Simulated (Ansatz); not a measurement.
Geometry optimisation, Ansatz, RHF/def2-SVP.

Input file:

```yaml
crystal:
  periodic: [false, false, false]
  atoms:
    - { symbol: Ge, position_ang: [-1.2469, 1.0454, -0.8069] }
    - { symbol: Ge, position_ang: [-0.1473, -0.8538, -0.0249] }
    - { symbol: B, position_ang: [1.0752, -0.4947, 1.6135] }
    - { symbol: "N", position_ang: [1.6826, -0.4332, 0.1907] }
    - { symbol: H, position_ang: [-0.5644, 1.6375, -2.0868] }
    - { symbol: H, position_ang: [-1.3082, 2.1857, 0.2922] }
    - { symbol: H, position_ang: [-2.7245, 0.7131, -1.1874] }
    - { symbol: H, position_ang: [-0.1468, -2.1245, -0.8886] }
    - { symbol: H, position_ang: [2.26383, 0.4256, 0.26966] }
    - { symbol: H, position_ang: [2.1629, -1.3163, 0.0679] }
basis:
  gaussian: { orbitals: def2-SVP }
hamiltonian:
  xc: hf
relax:
  f_tol: 0.02
  max_steps: 50
```

Command:

```bash
$ ansatz run input.yaml --threads 2 --pin off --max-ram 3072MiB --backend cpu --events-out ev --progress --plain --runs-dir out
```

Where does it end, and by what steps?

The forces met the threshold. The force dipped under the threshold on the way, but the program's further checks kept it going. After 29 steps the energy has fallen by 1.593 eV; B3 moved furthest, 1.08 Å. Parted: Ge2–B3, Ge2–N4.

```tsv
step	energy less start (eV)	largest force component (eV/Å)	accepted
0	0.0000	2.312	yes
2	-0.8295	0.853	yes
4	-1.2690	0.955	yes
6	-1.5357	0.390	yes
8	-1.5637	0.404	yes
10	-1.5779	0.051	yes
12	-1.5761	0.137	no
14	-1.5848	0.077	yes
16	-1.5875	0.126	yes
18	-1.5901	0.298	no
20	-1.5913	0.161	yes
22	-1.5927	0.008	yes
24	-1.5930	0.045	yes
26	-1.5932	0.019	yes
28	-1.5933	0.016	no
29	-1.5933	0.005	yes
```

```xyz
10
Properties=species:S:1:pos:R:3
Ge -1.344 1.036 -0.705
Ge -0.785 -1.263 0.200
B 1.956 0.123 1.630
N 1.792 -0.537 0.410
H -0.144 1.688 -1.429
H -1.800 2.019 0.386
H -2.486 0.916 -1.733
H -0.219 -1.729 -1.204
H 1.899 -0.001 -0.438
H 2.177 -1.466 0.323
```

Whether the end is a true minimum wasn't checked by a vibrational analysis.

Time of the run: 2.3 min on 2 threads of Arm Neoverse N1 (shared host), peak memory 0.31 GiB.
